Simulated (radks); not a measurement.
Cd I, configuration [Kr] 4d10 5s2.

Calculated with a radial shooting solver on a logarithmic mesh with Libxc functionals: scalar-relativistic Kohn-Sham, LDA (Slater exchange, Perdew-Wang correlation), spin-polarised, spherical densities, finite nucleus; Fermi nuclear charge, rms radius 4.6087 fm.

Energy parts (hartree):
| part | energy |
|---|---|
| total | -5589.48565 |
| kinetic | 5814.44054 |
| electron-nucleus | -13519.19269 |
| Hartree | 2264.46833 |
| exchange-correlation | -149.20183 |

Orbitals (lengths in bohr, moments of r in powers of bohr):
orbital  occ.  eigenvalue (hartree)      <r^4>     <r^2>
1s          2             -973.5624  4.078e-06  0.001252
2s          2             -144.5723  0.0007197   0.02047
2p          6             -129.8126  0.0005156   0.01612
3s          2             -26.92680    0.03324    0.1474
3p          6             -22.08401    0.03537    0.1484
3d         10             -14.47923    0.03324    0.1335
4s          2              -3.88951      1.155    0.8752
4p          6              -2.46182      1.771     1.057
4d         10              -0.43728      8.878     2.044
5s          2              -0.21883      154.6     9.514
5p          0              -0.04872       1025     22.70
6s          0              -0.00059    1746000     674.8

The highest occupied level is 5s at -5.955 eV. Summed over all electrons, <r^2> = 50.22 bohr^2, which gives a Langevin (diamagnetic) susceptibility term of -39.8 x 10^-6 cm^3/mol.
